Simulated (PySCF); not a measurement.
# Ionisation energy of Ar⁺ by level of theory

Ar⁺ [Ne] 3s2 3p5 (2P) → Ar²⁺ [Ne] 3s2 3p4 (3P), as a difference of total energies. Computed with PySCF 2.14 in aug-cc-pCVTZ-DK with one added diffuse shell each of s, p, d, f type (9s8p6d4f, 91 functions), with the spin-free X2C one-electron Hamiltonian (Gaussian nucleus). Correlated levels: valence: [Ne] frozen; valence and next inner shell: 1s2 frozen; nothing frozen. The calculations carry no spin-orbit coupling.

Question: Order these methods by the ionisation energy they give, lowest first.
A. LDA
B. SCS-MP2 (all electrons)
C. SCS-MP2 (valence)
D. wB97X-V

Answer: C (27.362 eV), B (27.388 eV), D (27.673 eV), A (27.810 eV).

A first-order spin-orbit estimate (lowest level to lowest level, LS coupling) adds -0.007 eV.

Errors of the correlated levels include the incompleteness of this basis and the frozen core.

For comparison: 27.630 eV (measured; NIST Atomic Spectra Database, ionization energies).
